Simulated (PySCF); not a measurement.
Calculation: TPSSh-D3(BJ)/def2-TZVP // r2SCAN-D4/def2-SVP (PySCF). Isolated molecules, 0 K electronic values unless said otherwise. One relaxed conformer stands for a flexible species; it need not be the lowest. 

Reference species: [Co(H2O)6]3+ (near-degenerate singlet) (charge +3, multiplicity 1).

```
Item                                       Value
----------------------------------------  ------
charge on the central atom (meta-Löwdin)  1.36 e
coordination number                            6
```

Changed species: [Co(NH3)6]3+ (lower singlet) (6 of 6 H2O replaced by NH3, multiplicity 1; the reference has 0 of 6 H2O replaced by NH3, multiplicity 1).

Task: What does the change do to the charge on the central atom (meta-Löwdin) and coordination number?

Result: the charge on the central atom (meta-Löwdin) drops by 0.34 e, to 1.02 e; the coordination number hardly moves.
